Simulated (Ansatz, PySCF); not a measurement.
This PySCF input computes a BLYP/def2-TZVPD energy:

```python
from pyscf import gto, scf, dft

mol = gto.M(
    atom='''
    O     1.12597235    0.31349809   -0.45928207
    B     0.00766325   -0.00083978    0.02086262
    O    -1.16366227   -0.30936783    0.35667418
    H     2.03405412   -0.00587611   -0.34018973
    H    -1.77085104   -0.02296707    1.05673972
    ''',
    basis='def2-tzvpd',
    charge=1,
    spin=0,
    verbose=4,
)

mf = dft.RKS(mol, xc='blyp').density_fit(auxbasis='def2-universal-jkfit')
mf.grids.level = 3
mf.conv_tol = 1e-9
mf.max_cycle = 100
mf.max_memory = 1500
mf.kernel()
if not mf.converged:
    mf = mf.newton()
    mf.kernel(mf.make_rdm1())
mf.analyze()
```

Task: Write an input for the same energy in Ansatz (a quantum-chemistry and plane-wave program) and say what it gives.

Result: 
Ansatz 0.2 input:
```yaml
crystal:
  periodic: [false, false, false]
  atoms:
    - {symbol: O, position_ang: [1.12597235, 0.31349809, -0.45928207]}
    - {symbol: B, position_ang: [0.00766325, -0.00083978, 0.02086262]}
    - {symbol: O, position_ang: [-1.16366227, -0.30936783, 0.35667418]}
    - {symbol: H, position_ang: [2.03405412, -0.00587611, -0.34018973]}
    - {symbol: H, position_ang: [-1.77085104, -0.02296707, 1.05673972]}
basis:
  gaussian:
    orbitals: def2-TZVPD
hamiltonian:
  xc: {name: BLYP}
total_charge: 1
output: {forces: true}
```
It gives -176.33042 Eh, and PySCF -176.33047 Eh, a difference of 0.05 mEh, from the treatment of integrals and grids.
